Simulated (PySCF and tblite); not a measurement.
Results of a calculation; reference values are marked as such.
Stationary points of C6H9F2 (charge +1) at GFN2-xTB, in Å:

Structure A

```
 1 C    -1.602    1.497    0.906
 2 C    -1.481    0.332    0.298
 3 C    -0.360   -0.521    0.021
 4 C     0.038   -1.542    0.955
 5 C     0.399   -0.330   -1.228
 6 C     1.617    0.601   -0.931
 7 F     2.386    0.051    0.024
 8 F     1.199    1.784   -0.466
 9 H    -0.750    2.017    1.310
10 H    -2.559    1.975    1.013
11 H    -2.376   -0.164   -0.100
12 H     0.297   -2.491    0.480
13 H     1.003   -1.204    1.377
14 H    -0.659   -1.677    1.779
15 H    -0.192    0.177   -1.994
16 H     0.816   -1.263   -1.611
17 H     2.224    0.759   -1.833
```

Structure B

```
 1 C    -2.030    0.917    1.256
 2 C    -1.200    0.743    0.205
 3 C    -0.278   -0.323    0.056
 4 C     0.145   -1.183    1.140
 5 C     0.396   -0.471   -1.250
 6 C     1.633    0.478   -1.291
 7 F     2.461    0.180   -0.275
 8 F     1.247    1.751   -1.129
 9 H    -2.121    0.207    2.064
10 H    -2.684    1.774    1.301
11 H    -1.244    1.458   -0.609
12 H     0.169   -2.233    0.835
13 H     1.204   -0.958    1.350
14 H    -0.415   -1.058    2.061
15 H    -0.249   -0.172   -2.079
16 H     0.776   -1.481   -1.408
17 H     2.182    0.385   -2.238
```

Structure C

```
 1 C    -1.642    1.554    0.276
 2 C    -1.267    0.341    0.742
 3 C    -0.376   -0.550    0.100
 4 C    -0.092   -1.838    0.698
 5 C     0.412   -0.145   -1.083
 6 C     1.613    0.728   -0.614
 7 F     2.326    0.054    0.303
 8 F     1.170    1.852   -0.028
 9 H    -1.372    1.935   -0.697
10 H    -2.264    2.200    0.876
11 H    -1.657    0.014    1.699
12 H    -0.016   -2.633   -0.049
13 H     0.924   -1.790    1.125
14 H    -0.781   -2.113    1.492
15 H    -0.162    0.464   -1.782
16 H     0.833   -1.008   -1.601
17 H     2.272    0.998   -1.451
```

Geometries: GFN2-xTB; energies: PBE0/pcSseg-1 + D3(BJ); zero-point and thermal terms from GFN2-xTB harmonic modes (soft modes blended into free rotors).

**Question.** Which structure is a saddle point, and along which motion?

**Answer.** A: one imaginary mode (261i cm⁻¹ at GFN2-xTB, mostly on H11, H9, C1), along the rotation about the C2–C3 bond (torsion C1–C2–C3–C4 from -16° to 182°, rising).

**Question.** Give their symmetry and energies above the lowest.

**Answer.** A C1, 17.5 kcal/mol; B C1, 0.4 kcal/mol; C C1, 0.0 kcal/mol.

The ion is treated without a counter-ion.
